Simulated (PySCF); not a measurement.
A geometry optimisation, step by step.

C₃H₆F₂Ge.
Numbering: `[F:1][C@@H:2]1[CH2:3][GeH2:4][C@H:5]1[F:6]` (hydrogens: H7 on C2; H8, H9 on C3; H10, H11 on Ge4; H12 on C5)

Computed by this run: PBE0-D3(BJ)/def2-SVP geometry optimisation, gas phase (PySCF); density fitting, grid level 1; the optimiser is geomeTRIC in internal coordinates, started from a GFN2-xTB structure with every atom displaced at random (about 0.01 Å). The frame can shift and turn from step to step; on so coarse a grid that alone can change the energy by a few meV, and forces under 0.02 eV/Å are noise.

Step 0: E = -65129.9780 eV, largest atomic force 2.172 eV/Å
```
atom  x, y, z in Å  |  force x, y, z in eV/Å
F1     -0.684    0.005    1.823   -0.190   0.153  -0.307
C2     -0.965    0.103    0.459    1.287  -0.320   0.397
C3     -0.400   -1.148   -0.203    0.964   0.381   0.979
Ge4     1.421   -0.221   -0.260   -2.133   0.140   0.388
C5     -0.025    1.189   -0.078    0.042   0.502   0.161
F6     -0.434    1.606   -1.326   -0.021  -0.177  -0.132
H7     -2.022    0.285    0.341   -0.844   0.226  -0.104
H8     -0.792   -1.283   -1.189   -0.336  -0.221  -1.002
H9     -0.537   -2.036    0.419   -0.045  -0.239  -0.069
H10     2.189   -0.208   -1.521    0.606  -0.024  -0.991
H11     2.262   -0.404    0.955    0.533  -0.171   0.657
H12     0.025    2.085    0.571    0.136  -0.251   0.025
```

Step 1: E = -65130.0301 eV, largest atomic force 0.756 eV/Å
```
atom  x, y, z in Å  |  force x, y, z in eV/Å
F1     -0.882    0.608    1.707    0.175  -0.087   0.326
C2     -0.857    0.575    0.334   -0.743  -0.028  -0.008
C3     -0.845   -0.883   -0.132    0.236  -0.153  -0.383
Ge4     1.141   -0.850   -0.056    0.622   0.413  -0.119
C5      0.528    1.065   -0.104    0.026  -0.028  -0.226
F6      0.477    1.416   -1.442   -0.012   0.103   0.035
H7     -1.752    1.144   -0.009    0.471   0.090  -0.132
H8     -1.174   -0.971   -1.188    0.085   0.002   0.304
H9     -1.412   -1.572    0.498   -0.170  -0.062   0.090
H10     1.978   -1.124   -1.346   -0.283  -0.196   0.325
H11     1.900   -1.320    1.219   -0.297  -0.028  -0.253
H12     0.945    1.899    0.482   -0.110  -0.024   0.042
```

Step 2: E = -65130.0969 eV, largest atomic force 0.338 eV/Å
```
atom  x, y, z in Å  |  force x, y, z in eV/Å
F1     -0.854    0.585    1.719    0.023  -0.017  -0.029
C2     -0.858    0.568    0.338   -0.190  -0.118   0.009
C3     -0.826   -0.888   -0.138    0.076  -0.094   0.050
Ge4     1.158   -0.824   -0.063    0.147   0.292  -0.086
C5      0.516    1.080   -0.111    0.062  -0.013  -0.166
F6      0.451    1.454   -1.442   -0.018   0.033   0.100
H7     -1.721    1.164   -0.014    0.097   0.055   0.013
H8     -1.150   -0.983   -1.185   -0.024   0.022   0.032
H9     -1.398   -1.579    0.496   -0.033   0.006  -0.022
H10     1.956   -1.178   -1.331   -0.055  -0.130   0.041
H11     1.864   -1.328    1.205   -0.072  -0.027   0.011
H12     0.909    1.916    0.487   -0.013  -0.010   0.047
```

Step 3: E = -65130.1104 eV, largest atomic force 0.116 eV/Å
```
atom  x, y, z in Å  |  force x, y, z in eV/Å
F1     -0.841    0.572    1.716   -0.020   0.016   0.008
C2     -0.857    0.562    0.335    0.044  -0.051   0.027
C3     -0.815   -0.893   -0.141    0.029  -0.009   0.070
Ge4     1.169   -0.803   -0.069   -0.024   0.044  -0.051
C5      0.514    1.091   -0.117   -0.015   0.009  -0.115
F6      0.438    1.485   -1.438    0.008   0.019   0.059
H7     -1.709    1.172   -0.012   -0.044   0.017   0.004
H8     -1.144   -0.990   -1.184   -0.029   0.013  -0.041
H9     -1.387   -1.583    0.495    0.005   0.003  -0.024
H10     1.944   -1.228   -1.324    0.027  -0.048  -0.027
H11     1.842   -1.323    1.206    0.006   0.014   0.056
H12     0.894    1.923    0.495    0.012  -0.028   0.035
```

Step 4: E = -65130.1125 eV, largest atomic force 0.075 eV/Å
```
atom  x, y, z in Å  |  force x, y, z in eV/Å
F1     -0.838    0.570    1.716   -0.010   0.008  -0.009
C2     -0.857    0.560    0.335    0.046  -0.005   0.016
C3     -0.812   -0.894   -0.142    0.001   0.006   0.047
Ge4     1.172   -0.799   -0.074   -0.021  -0.027  -0.043
C5      0.512    1.093   -0.120   -0.020   0.014  -0.071
F6      0.435    1.498   -1.437    0.002   0.016   0.043
H7     -1.710    1.172   -0.008   -0.027  -0.009  -0.001
H8     -1.147   -0.989   -1.185   -0.009   0.015  -0.015
H9     -1.383   -1.584    0.493    0.003  -0.012  -0.016
H10     1.944   -1.247   -1.324    0.018  -0.013  -0.001
H11     1.837   -1.312    1.210    0.002   0.027   0.023
H12     0.894    1.919    0.499    0.015  -0.021   0.026
```

Step 5: E = -65130.1143 eV, largest atomic force 0.063 eV/Å
```
atom  x, y, z in Å  |  force x, y, z in eV/Å
F1     -0.833    0.569    1.715    0.000  -0.003  -0.002
C2     -0.856    0.558    0.334    0.016   0.032   0.015
C3     -0.811   -0.896   -0.144   -0.020   0.007   0.015
Ge4     1.172   -0.798   -0.081   -0.009  -0.056  -0.029
C5      0.512    1.094   -0.126   -0.013   0.002  -0.019
F6      0.432    1.516   -1.435    0.000   0.017   0.009
H7     -1.713    1.169   -0.005    0.003  -0.022  -0.010
H8     -1.152   -0.987   -1.186    0.014   0.009   0.008
H9     -1.381   -1.588    0.490   -0.001  -0.014  -0.008
H10     1.948   -1.270   -1.322    0.004   0.014   0.018
H11     1.832   -1.290    1.216   -0.003   0.023  -0.005
H12     0.898    1.908    0.506    0.007  -0.011   0.009
```

Step 6: E = -65130.1149 eV, largest atomic force 0.034 eV/Å
```
atom  x, y, z in Å  |  force x, y, z in eV/Å
F1     -0.831    0.570    1.715    0.002  -0.005  -0.005
C2     -0.855    0.557    0.334   -0.004   0.023   0.013
C3     -0.812   -0.897   -0.144   -0.016   0.002   0.008
Ge4     1.171   -0.800   -0.086   -0.002  -0.030  -0.016
C5      0.512    1.093   -0.129    0.000  -0.007   0.004
F6      0.430    1.526   -1.433   -0.002   0.012  -0.002
H7     -1.714    1.166   -0.004    0.010  -0.012  -0.008
H8     -1.154   -0.984   -1.186    0.015   0.005   0.007
H9     -1.381   -1.591    0.489   -0.003  -0.008  -0.004
H10     1.952   -1.279   -1.321   -0.001   0.012   0.012
H11     1.830   -1.276    1.217   -0.002   0.009  -0.009
H12     0.902    1.900    0.509    0.002  -0.002   0.001
```

Step 7: E = -65130.1151 eV, largest atomic force under 0.02 eV/Å
```
atom  x, y, z in Å  |  force x, y, z in eV/Å
F1     -0.831    0.572    1.715   -0.001  -0.004  -0.004
C2     -0.855    0.557    0.335   -0.005   0.004   0.009
C3     -0.813   -0.897   -0.143   -0.005  -0.001   0.007
Ge4     1.170   -0.802   -0.087   -0.002  -0.004  -0.008
C5      0.512    1.092   -0.130    0.004  -0.005   0.006
F6      0.428    1.529   -1.433    0.001   0.007  -0.002
H7     -1.714    1.164   -0.005    0.005  -0.002  -0.004
H8     -1.154   -0.983   -1.185    0.007   0.003   0.000
H9     -1.383   -1.592    0.488   -0.003  -0.002  -0.004
H10     1.953   -1.280   -1.320   -0.002   0.003   0.002
H11     1.831   -1.271    1.217    0.000   0.000  -0.003
H12     0.904    1.897    0.511    0.000   0.001  -0.001
```

**Question.** Summarise the path.

**Answer.** The energy falls by 3.16 kcal/mol from step 0 to step 7; nine tenths of that is first reached at step 3. It falls at every step. The largest force goes from 2.172 to under 0.02 eV/Å. Among the bonds Ge4–H10 changes most, from 1.476 to 1.537 Å; the atoms move by 0.065 Å rms after alignment.

**Question.** Follow the three bonds and two angles with the largest change from start to end.

**Answer.** 
| step | E above end (kcal/mol) | largest force (eV/Å) | Ge4–H10 (Å) | C3–Ge4 (Å) | Ge4–H11 (Å) | H8–C3–H9 (°) | F6–C5–H12 (°) |
| --- | --- | --- | --- | --- | --- | --- | --- |
| 0 | 3.16 | 2.172 | 1.476 | 2.045 | 1.489 | 112.1 | 107.4 |
| 1 | 1.96 | 0.756 | 1.562 | 1.988 | 1.556 | 110.2 | 109.6 |
| 2 | 0.42 | 0.338 | 1.539 | 1.987 | 1.536 | 110.0 | 109.5 |
| 3 | 0.11 | 0.116 | 1.534 | 1.987 | 1.533 | 109.7 | 109.6 |
| 4 | 0.06 | 0.075 | 1.536 | 1.987 | 1.535 | 109.7 | 109.6 |
| 5 | 0.02 | 0.063 | 1.538 | 1.987 | 1.536 | 109.6 | 109.8 |
| 6 | 0.00 | 0.034 | 1.538 | 1.986 | 1.536 | 109.5 | 109.9 |
| 7 | 0.00 | under 0.02 | 1.537 | 1.986 | 1.536 | 109.5 | 109.9 |

The cost below is that of the whole optimisation. Time: 93 s wall; peak memory 0.52 GiB. Hardware: one thread, Arm Neoverse N1 (aarch64), no GPU, shared host with 64 logical CPUs at a one-minute load of 37.
